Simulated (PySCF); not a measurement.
**A small calculation by hand: refractive index and permittivity of the vapour**

Cu₂, SMILES [Cu][Cu], multiplicity 1.

The structure is a stationary point at B3LYP-D3(BJ)/def2-TZVP. The spin state was assumed, not searched.

PBE/def2-TZVPD (PySCF) gives a mean static polarisability of 75.1 bohr³ and a dipole moment of 0.00 D. Take an ideal gas at 298.15 K and 0.1 bar, whether or not the substance is that volatile.

Task: Work out n − 1 in the optical limit and the static ε − 1.

Result: 
Polarisability volume α' = 75.1 × 0.148185 = 11.13 Å³. Number density N = p/kT = 2.43e-6 Å⁻³.
Dilute limit of Lorentz–Lorenz: n − 1 = 2π N α' = 0.00017.
Orientation term of Debye: μ²/(3kT) = 8.098 Å³ × μ²(D²) = 0.00 Å³.
ε − 1 = 4π N (α' + μ²/3kT) = 0.00034. With no permanent dipole, ε equals n² in this model. Vibrational polarisation and dispersion are left out.
